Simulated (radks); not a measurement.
The numbers below are computed, except where a source is named.
Initial-state core-level shifts of the europium ion Eu+ when its valence configuration changes from [Xe] 4f7 6s1. Code: a radial shooting solver on a logarithmic mesh with Libxc functionals. Model: Dirac Kohn-Sham, BLYP, spin-unpolarised, spherical densities, finite nucleus; open shells are shared between the two j in proportion to 2j + 1; Fermi nuclear charge, rms radius 5.1115 fm. Shifts are changes of the shell-averaged eigenvalues in eV (positive: less bound); the change of the density at the nucleus, which sets a Mossbauer isomer shift, is in e/bohr^3, on a base of 5.794e+05.

valence,3s,3p,3d,4s,density at nucleus
4f8,+6.404,+6.393,+6.350,+6.275,-46.10
4f6.5 6s1.5,-4.636,-4.627,-4.595,-4.469,+32.34
4f7 6p1,-1.198,-1.199,-1.200,-1.208,-28.68
4f7.5 6s0.5,+3.786,+3.779,+3.754,+3.692,-26.07
4f7 5d1,+1.551,+1.552,+1.562,+1.576,-30.38
4f7 6s0.5 6p0.5,-0.606,-0.606,-0.607,-0.611,-13.98
4f6 5d1 6s1,-7.667,-7.647,-7.565,-7.247,+29.00
4f5 6s1 6p2,-24.374,-24.328,-24.173,-23.181,+85.77
4f6 6s1 6p1,-11.133,-11.114,-11.046,-10.720,+37.87
